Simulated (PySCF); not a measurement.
## Computed properties of bromine monochloride (BrCl), SMILES BrCl

bromine monochloride (BrCl), SMILES ClBr. Geometry optimised at PBE0-D3(BJ)/def2-TZVP. One conformer was computed; it need not be the lowest. All values are computed for the isolated molecule unless a solvent is named; none is compared with measurement here.

**Structure.** The optimised structure has C∞v symmetry. All 1 harmonic modes at PBE0-D3(BJ)/def2-TZVP (PySCF) are real, so it is a minimum.

**Vibrations.** The strongest infrared lines (harmonic, unscaled, degenerate partners summed) lie at 457 cm⁻¹ (2 km/mol, Cl 69 %, Br 31 %). The softest mode is at 457 cm⁻¹ and the zero-point energy is 0.7 kcal/mol.

**Electronic structure.** HF/def2-TZVPD (PySCF) places the frontier levels at -11.48 and 0.23 eV, a gap of 11.71 eV, and gives a dipole moment of 0.49 D and a mean polarisability of 36.8 bohr³.

**Excitations.** TDA-ωB97X/def2-TZVPD (PySCF) has S1 at 3.44 eV (361 nm, f = 0.000, dark); the most intense of the 10 singlets computed lies at 8.93 eV (f = 0.46). Strengths of degenerate partners are summed. T1 (TDA) is at 2.60 eV, 0.84 eV under S1. No vertical singlet excitation falls in the visible range (under 3.1 eV).
